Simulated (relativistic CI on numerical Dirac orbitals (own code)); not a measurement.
**Energy levels of Tc XXVIII**

Method of calculation: Dirac-Coulomb-Breit CI, KLI orbitals optimised for each configuration, model QED, unscaled Slater integrals (own radial code, finite nucleus).

Configuration list (outside the closed core [Ne]): 3s2 3p4, 3s 3p5, 3s2 3p3 3d, 3p6, 3s 3p4 3d, 3p5 3d, 3s 3p3 3d2, 3s2 3p2 3d 4p, 3p5 4s, 3s2 3p3 4s, 3s 3p3 3d 4s, 3p5 4p, 3s2 3p2 3d2, 3s2 3p 3d3, 3s 3p2 3d3, 3s2 3p 3d2 4s, 3p4 3d2, 3p3 3d3, 3p3 3d2 4s, 3s2 3p2 3d 4s, 3s 3p2 3d2 4s, 3s2 3p 3d 4s2. Double excitations out of closed p, d and f shells are left out; levels of such configurations are missing from the list, as are those of other unlisted configurations, and high levels can miss mixing partners.

The lowest level is 3s2 3p4 3P_2, with 76 % of that term; Hund's rules for 3s2 3p4 give 3P with J = 2, in agreement.

| No. | Configuration | Term | J | E (cm⁻¹) | % | Next component (%) | jj configuration (%) |
| --- | --- | --- | --- | --- | --- | --- | --- |
| 1 | 3s2 3p4 | 3P | 2 | 0 | 76 | 22 1D | 3p3/2^2 (96) |
| 2 | 3s2 3p4 | 3P | 0 | 70856 | 50 | 48 1S | 3p3/2^2 (94) |
| 3 | 3s2 3p4 | 3P | 1 | 197041 | 98 | 1 3s 3p4 3d 3P | 3p1/2 3p3/2^3 (98) |
| 4 | 3s2 3p4 | 1D | 2 | 242511 | 76 | 22 3P | 3p1/2 3p3/2^3 (96) |
| 5 | 3s2 3p4 | 1S | 0 | 473422 | 49 | 48 3P | 3p3/2^4 (94) |
| 6 | 3s 3p5 | 3P° | 2 | 807040 | 74 | 21 3s2 3p3 3d 3P° | 3s 3p3/2^3 (74) |
| 7 | 3s 3p5 | 3P° | 1 | 864169 | 38 | 19 3s2 3p3 3d 3P° | 3s 3p3/2^3 (44) |
| 8 | 3s2 3p3 3d | 3F° | 2 | 919565 | 30 | 28 3D° | 3p3/2 3d3/2 (85) |
| 9 | 3s2 3p3 3d | 5D° | 0 | 927112 | 57 | 30 3P° | 3p3/2 3d3/2 (74) |
| 10 | 3s2 3p3 3d | 5D° | 3 | 931535 | 42 | 24 3F° | 3p3/2 3d3/2 (65) |
| 11 | 3s2 3p3 3d | 5D° | 1 | 968999 | 58 | 16 3s 3p5 3P° | 3p3/2 3d3/2 (40) |
| 12 | 3s2 3p3 3d | 5D° | 4 | 969746 | 57 | 31 3F° | 3p3/2 3d5/2 (83) |
| 13 | 3s2 3p3 3d | 5D° | 2 | 1005454 | 44 | 25 3D° | 3p3/2 3d5/2 (60) |
| 14 | 3s 3p5 | 3P° | 0 | 1016629 | 67 | 29 3s2 3p3 3d 3P° | 3s 3p1/2 3p3/2^4 (67) |
| 15 | 3s2 3p3 3d | 3G° | 3 | 1061146 | 35 | 23 5D° | 3p3/2 3d5/2 (38) |
| 16 | 3s2 3p3 3d | 1P° | 1 | 1064269 | 36 | 22 3s 3p5 1P° | 3s 3p1/2 3p3/2^4 (41) |
| 17 | 3s2 3p3 3d | 3D° | 1 | 1086555 | 77 | 15 3P° | 3p1/2 3p3/2^2 3d3/2 (43) |
| 18 | 3s2 3p3 3d | 3F° | 2 | 1094783 | 48 | 37 3D° | 3p1/2 3p3/2^2 3d3/2 (88) |
| 19 | 3s2 3p3 3d | 1S° | 0 | 1102507 | 60 | 27 5D° | 3p1/2 3p3/2^2 3d3/2 (63) |
| 20 | 3s2 3p3 3d | 3F° | 3 | 1115656 | 68 | 13 5D° | 3p1/2 3p3/2^2 3d3/2 (70) |
| 21 | 3s2 3p3 3d | 3D° | 3 | 1135395 | 63 | 17 3G° | 3p1/2 3p3/2^2 3d5/2 (79) |
| 22 | 3s2 3p3 3d | 3G° | 4 | 1148919 | 59 | 25 5D° | 3p1/2 3p3/2^2 3d5/2 (61) |
| 23 | 3s2 3p3 3d | 3D° | 1 | 1153577 | 72 | 10 3s 3p5 1P° | 3p3/2 3d5/2 (32) |
| 24 | 3s2 3p3 3d | 3F° | 4 | 1168679 | 60 | 32 1G° | 3p1/2 3p3/2^2 3d5/2 (49) |
| 25 | 3s2 3p3 3d | 1G° | 4 | 1194148 | 45 | 36 3F° | 3p1/2 3p3/2^2 3d5/2 (69) |
| 26 | 3s2 3p3 3d | 3F° | 2 | 1207559 | 40 | 34 1D° | 3p1/2 3p3/2^2 3d3/2 (78) |
| 27 | 3s2 3p3 3d | 3G° | 5 | 1209378 | 98 | 1 3s 3p3 3d2 3G° | 3p1/2 3p3/2^2 3d5/2 (98) |
| 28 | 3s2 3p3 3d | 3P° | 1 | 1251562 | 32 | 20 3S° | 3p1/2 3p3/2^2 3d5/2 (44) |
| 29 | 3s2 3p3 3d | 3P° | 0 | 1261467 | 55 | 28 1S° | 3p1/2 3p3/2^2 3d5/2 (55) |
| 30 | 3s2 3p3 3d | 3D° | 2 | 1276391 | 58 | 20 3P° | 3p1/2 3p3/2^2 3d5/2 (87) |
| 31 | 3s2 3p3 3d | 3P° | 2 | 1290940 | 37 | 34 3F° | 3p1/2 3p3/2^2 3d5/2 (37) |
| 32 | 3s2 3p3 3d | 3F° | 3 | 1298682 | 43 | 35 3D° | 3p1/2 3p3/2^2 3d5/2 (56) |
| 33 | 3s2 3p3 3d | 3D° | 3 | 1309633 | 57 | 26 1F° | 3p1/2 3p3/2^2 3d5/2 (72) |
| 34 | 3s2 3p3 3d | 3P° | 2 | 1323915 | 33 | 32 3D° | 3p1/2 3p3/2^2 3d5/2 (42) |
| 35 | 3s2 3p3 3d | 3P° | 1 | 1332148 | 50 | 14 1P° | 3p1/2 3p3/2^2 3d3/2 (69) |
| 36 | 3s2 3p3 3d | 1F° | 3 | 1347988 | 41 | 29 3D° | 3p1/2 3p3/2^2 3d3/2 (42) |
| 37 | 3s2 3p3 3d | 3S° | 1 | 1370490 | 49 | 17 3s 3p5 1P° | 3p1/2 3p3/2^2 3d5/2 (38) |
| 38 | 3s2 3p3 3d | 1D° | 2 | 1410824 | 40 | 39 3D° | 3p1/2 3p3/2^2 3d5/2 (61) |
| 39 | 3s2 3p3 3d | 3D° | 1 | 1413940 | 40 | 40 1P° | 3p1/2 3p3/2^2 3d3/2 (50) |
| 40 | 3s2 3p3 3d | 3F° | 4 | 1423760 | 57 | 16 1G° | 3p3/2^3 3d5/2 (92) |
| 41 | 3s2 3p3 3d | 3P° | 2 | 1446276 | 50 | 21 3D° | 3p3/2^3 3d5/2 (80) |
| 42 | 3s2 3p3 3d | 3P° | 0 | 1487024 | 72 | 20 3s 3p5 3P° | 3p3/2^3 3d3/2 (63) |
| 43 | 3s2 3p3 3d | 3D° | 3 | 1499003 | 43 | 39 1F° | 3p3/2^3 3d5/2 (89) |
| 44 | 3s2 3p3 3d | 3P° | 1 | 1501175 | 31 | 23 3D° | 3p3/2^3 3d3/2 (57) |
| 45 | 3s2 3p3 3d | 1D° | 2 | 1544910 | 47 | 40 3D° | 3p3/2^3 3d3/2 (72) |
| 46 | 3s2 3p3 3d | 1F° | 3 | 1550565 | 67 | 20 3D° | 3p3/2^3 3d3/2 (62) |
| 47 | 3s 3p4 3d | 5D | 3 | 1666949 | 66 | 8 5F | 3s 3p3/2^2 3d3/2 (57) |
| 48 | 3s 3p4 3d | 5D | 2 | 1667093 | 60 | 13 5P | 3s 3p3/2^2 3d3/2 (75) |
| 49 | 3s2 3p3 3d | 1P° | 1 | 1677253 | 54 | 31 3D° | 3p3/2^3 3d5/2 (74) |
| 50 | 3s 3p4 3d | 5D | 1 | 1682334 | 51 | 19 5P | 3s 3p3/2^2 3d3/2 (71) |
| 51 | 3s 3p4 3d | 5D | 4 | 1685880 | 65 | 17 5F | 3s 3p3/2^2 3d5/2 (53) |
| 52 | 3p6 | 1S | 0 | 1712868 | 37 | 34 3s 3p4 3d 1S | 3s 3p3/2^2 3d5/2 (40) |
| 53 | 3s 3p4 3d | 5D | 0 | 1715279 | 51 | 20 3P | 3s 3p3/2^2 3d3/2 (38) |
| 54 | 3s 3p4 3d | 5F | 5 | 1761141 | 81 | 13 3G | 3s 3p3/2^2 3d5/2 (89) |
| 55 | 3s 3p4 3d | 3F | 4 | 1781057 | 41 | 25 5F | 3s 3p3/2^2 3d3/2 (59) |
| 56 | 3s 3p4 3d | 5P | 1 | 1781614 | 43 | 21 3D | 3s 3p3/2^2 3d3/2 (53) |
| 57 | 3s 3p4 3d | 5P | 2 | 1798229 | 28 | 13 3P | 3s 3p3/2^2 3d3/2 (35) |
| 58 | 3s 3p4 3d | 5F | 2 | 1817598 | 28 | 24 3D | 3s 3p3/2^2 3d3/2 (42) |
| 59 | 3s 3p4 3d | 5F | 3 | 1822267 | 47 | 13 3G | 3s 3p3/2^2 3d3/2 (39) |
| 60 | 3s 3p4 3d | 5F | 1 | 1832267 | 39 | 22 3D | 3s 3p3/2^2 3d3/2 (41) |
| 61 | 3s 3p4 3d | 3P | 1 | 1842119 | 42 | 19 5F | 3s 3p3/2^2 3d5/2 (42) |
| 62 | 3s 3p4 3d | 3P | 0 | 1846811 | 53 | 29 5D | 3s 3p1/2 3p3/2^3 3d3/2 (64) |
| 63 | 3s 3p4 3d | 3F | 4 | 1865512 | 31 | 28 5F | 3s 3p3/2^2 3d5/2 (52) |
| 64 | 3s 3p4 3d | 3D | 3 | 1873569 | 29 | 26 5P | 3s 3p3/2^2 3d5/2 (67) |
| 65 | 3s 3p4 3d | 5F | 2 | 1877032 | 29 | 14 3D | 3s 3p3/2^2 3d5/2 (34) |
| 66 | 3s 3p4 3d | 5P | 3 | 1883078 | 34 | 15 3F | 3s 3p3/2^2 3d5/2 (48) |
| 67 | 3s 3p4 3d | 3D | 1 | 1883103 | 44 | 19 5D | 3s 3p1/2 3p3/2^3 3d3/2 (31) |
| 68 | 3s2 3p2 3d2 | 5G | 2 | 1889318 | 30 | 17 3s 3p4 3d 3D | 3s 3p1/2 3p3/2^3 3d3/2 (24) |
| 69 | 3s 3p4 3d | 3G | 3 | 1921923 | 33 | 13 3D | 3s 3p3/2^2 3d3/2 (36) |
| 70 | 3s 3p4 3d | 3D | 2 | 1939738 | 21 | 12 3F | 3s 3p3/2^2 3d5/2 (29) |

Energies count from the lowest computed level; ° marks odd parity. Filled j subshells are mostly left out of the jj labels.

The mean weight of the leading LS term, summed over parents, in these 70 levels is 50 %, and that of the leading jj configuration (from the same eigenvectors) 61 %, so jj coupling describes them better and the LS labels are nominal.

At this charge energies of transitions that change n are usually good to better than 1 %, and those within a shell (Δn = 0) to a few per cent.

LS names give the leading component of a level, which can be under half, so a name can repeat, a term be missing and a line seem to break the LS rules.
